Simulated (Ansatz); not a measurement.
Job for Ansatz (a first-principles code): R-CCSD(T)/def2-TZVPPD on F3Y (SMILES [F][Y]([F])[F]), atoms moved off the minimum. Elements past Kr take the def2 small-core potentials; no spin–orbit coupling. Files ending in .json are basis or fitting sets from the Basis Set Exchange.

Ansatz 0.2 input:
```yaml
crystal:
  periodic: [false, false, false]
  atoms:
    - {symbol: Y, position_ang: [-0.08505103, 0.08588286, -0.04825186]}
    - {symbol: F, position_ang: [-1.68474911, -1.21529755, 0.02691627]}
    - {symbol: F, position_ang: [-0.03535499, 1.78676470, -0.78865772]}
    - {symbol: F, position_ang: [1.80893333, -0.83584884, 0.65045909]}
basis:
  gaussian:
    orbitals: def2-TZVPPD.json
magnetization: {spin_polarized: false}
correlation: {method: ccsd_t, electrons: outside_noble_gas}
scf: {lower_state_search: off}
output: {forces: true}
```

The log:

```
WARN ansatz: RAYON_NUM_THREADS=6 ignored (pool sized by the plan → 6); use --threads N
Functional definition: HF
these checks for a lower state are left out or cut short: starts, cluster_reference, orbital_swaps, neighbouring_geometries, increment
integrals: 0.55 GiB planned
1156 factors; integrals over basis functions are off by at most 7.9e-4 eV
mean field: 0.54 GiB planned
mean field evaluation 1: about -9153.2098 eV, gradient 6.0e1 eV
mean field evaluation 2: about -9153.2689 eV, gradient 6.0e1 eV
mean field evaluation 4: about -9158.9673 eV, gradient 1.8e0 eV
mean field evaluation 8: about -9159.0047 eV, gradient 2.6e-1 eV
mean field -9159.00492996 eV, -336.5872229797 hartree, gradient 3.1e-6 eV, S^2 0.000000; 0 other end points of the search recorded, 0 dependent functions left out
7 core orbitals not correlated, not the lowest: weight in the atoms' cores, before any rotation towards them, 0.705 or more for the frozen orbitals, at most 0.245 for the correlated occupied ones
reference -9159.00492996 eV, -336.5872229797 hartree; 12, 12 occupied and 157, 157 virtual orbitals, 1156 factors
densities: 3.52 GiB planned
second order -23.00860437 eV of doubles, -0.00000000 eV of singles
coupled cluster: 1.77 GiB planned
cycle   1  -22.09362168 eV  change    9.1e-1 eV  update   1.3e-1
cycle   2  -22.59591586 eV  change   -5.0e-1 eV  update   4.9e-2
cycle   3  -22.71883446 eV  change   -1.2e-1 eV  update   1.8e-2
cycle   4  -22.70848500 eV  change    1.0e-2 eV  update   5.3e-3
cycle   5  -22.69978513 eV  change    8.7e-3 eV  update   1.8e-3
cycle   6  -22.69989694 eV  change   -1.1e-4 eV  update   6.8e-4
cycle   7  -22.70028193 eV  change   -3.8e-4 eV  update   2.3e-4
cycle   8  -22.70016281 eV  change    1.2e-4 eV  update   8.9e-5
cycle   9  -22.70012687 eV  change    3.6e-5 eV  update   3.0e-5
cycle  10  -22.70016613 eV  change   -3.9e-5 eV  update   1.2e-5
cycle  11  -22.70015157 eV  change    1.5e-5 eV  update   4.9e-6
perturbative correction -0.70489285 eV, -0.0259043343 hartree
the calculation of the forces begins
mean field evaluation 16: about -9158.8628 eV, gradient 1.8e0 eV
Total energy: -9182.40997438 eV, -337.4473424974 hartree
Atom 0 at    -0.085051     0.085883    -0.048252 Å, force     1.670748    -5.708394     2.697743 eV/Å
Atom 1 at    -1.684749    -1.215298     0.026916 Å, force     0.213232     0.572015    -0.153988 eV/Å
Atom 2 at    -0.035355     1.786765    -0.788658 Å, force    -0.070441     4.087669    -1.828641 eV/Å
Atom 3 at     1.808933    -0.835849     0.650459 Å, force    -1.813538     1.048710    -0.715114 eV/Å
Dipole moment:    -0.293006     0.515044    -0.105806 e Å
Checks for a lower state left out: starts, cluster_reference, orbital_swaps, neighbouring_geometries, increment
```

The calculation finished and met its thresholds.

Cost: around 13 core-minutes (rough).
